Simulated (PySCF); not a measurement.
**Question.** What does the PBE0-D3(BJ)/def2-SVP structure of [WO4]2-, `[O]=[W-2](=[O])(=[O])=[O]` look like in three dimensions? (Charge -2 and singlet state.)

**Answer.** 
```
atom  x, y, z in Å
W1     0.0146   -0.0221   -0.0125
O2     0.0309   -0.0383    1.7790
O3     1.6984   -0.0438   -0.6243
O4    -0.8113    1.4602   -0.5891
O5    -0.8577   -1.4666   -0.6152
```

Any rigid rotation of these coordinates is as good. Atoms count from 1 in this order. W1 (tungsten bonded to 4 O) is tetrahedral (angles from 109.4° to 109.5°). All 4 O–W bonds measure 1.792 Å.

Bonds between heavy atoms (Å): W1–O2 1.792, W1–O3 1.792, W1–O4 1.792, W1–O5 1.792.

The calculation used PBE0-D3(BJ)/def2-SVP geometry optimisation, gas phase, def2 core potentials past Kr in PySCF 2.14.0.

Point group: Td (tolerance 0.08 Å). Stationary, but not proved a minimum. Whether so highly charged an anion holds all its electrons in the gas phase wasn't checked; a finite basis holds them in any case. No counter-ion or solvent screens the charge of this multiply charged ion. The geometry's basis has no diffuse functions, a weakness for an anion.
